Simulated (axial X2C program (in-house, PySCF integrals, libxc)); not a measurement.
**Correcting the dissociation energy of TcF for spin–orbit coupling**

A spin-free CCSD(T) curve (one-electron X2C) was computed with an in-house all-electron X2C program for linear molecules (integrals from PySCF), basis Tc dyall-cv3z [12s12p8d5f3g], F dyall-av3z [7s6p3d2f] (cores contracted in-house), for the state M_S = 3, Λ = 0 (beyond evenly filled blocks: 2 × σα, π+α, π-α, δ+α, δ-α). It gives D0 = 4.460 eV to Tc + F, which in a spin-free picture are the weighted means of the ground terms.

Correlated methods: 14 electrons correlated (number of frozen shells: Tc 4 s, 3 p, 1 d; F 1 s), 280 virtual spin orbitals or spinors in MP2, 89 natural virtuals in coupled cluster.

Measured levels of the ground terms (NIST Handbook of Basic Atomic Spectroscopic Data), in cm⁻¹: Tc 6S: J = 5/2 at 0; F 2P: J = 3/2 at 0, J = 1/2 at 404.1.

The molecular state has Λ = 0, so it has no first-order lowering.

Task: How far does each ground level lie under the (2J+1)-weighted mean of its term?

Result: Tc: a single level, 0; F: (4 × 0 + 2 × 404.1)/6 = 135 cm⁻¹.

Task: Correct D0.

Result: D0 = 4.460 + (0 − 135)/8065.5 = 4.443 eV at CCSD(T) with these spin–orbit terms. The direct two-component run gives 4.447 eV; the difference holds second-order terms in the molecule, scalar two-electron terms, the gap between measured and computed atomic splittings (a 2c atom can miss part of its lowering) and, in coupled cluster, the truncation of each run.

Second-order spin–orbit effects in the molecule, which grow quickly with Z, are left out. One determinant describes the state; a PBE0 search over occupations chose it and may have missed a lower one. De is counted from the lowest determinant-based energies of the atoms at the same level, without counterpoise correction. Coupled cluster ran in a truncated set of natural virtual spinors; the MP2 energy of the rest was added. (T) has no such correction and the atoms are truncated less, which lowers De at CCSD(T) by a hundredth of an eV or more. PBE0 can misorder states that lie within some tenths of an eV, so this need not be the ground state of the molecule. The nearest other spin-free determinant of the search, M_S = 2, Λ = 0, lies 0.47 eV up at the distance of the search.
